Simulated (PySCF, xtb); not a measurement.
CH7FOSi2, SMILES OC[SiH2][SiH2]F.

The structure is a stationary point at PBE0-D3(BJ)/def2-SVP. This is a generated structure with no PubChem entry under its InChIKey; it may be hypothetical. The values are those of a single conformer.

Computed with IEF-PCM-M06-2X/def2-SVP (PySCF).

The values are the electrostatic part of the solvation free energy, E(continuum) − E(gas) at the gas-phase geometry, in a cavity of scaled van der Waals radii (PySCF's table); cavitation and dispersion terms are not included. In vacuum the orbital gap is 9.52 eV. The dipole moment in vacuum is 2.56 D.

Computed values in water (ε = 78.36), methanol (ε = 32.61), tetrahydrofuran (ε = 7.43):
| solvent | ε | ΔG(elec) (kcal/mol) | dipole (D) | gap (eV) |
|---|---|---|---|---|
| water | 78.36 | -5.5 | 3.16 | 9.45 |
| methanol | 32.61 | -5.4 | 3.14 | 9.45 |
| tetrahydrofuran | 7.43 | -4.5 | 3.04 | 9.47 |

For comparison, GFN2-xTB/ALPB(water) (xtb, at the GFN2-xTB geometry, all terms of that model) gives -3.9 kcal/mol.
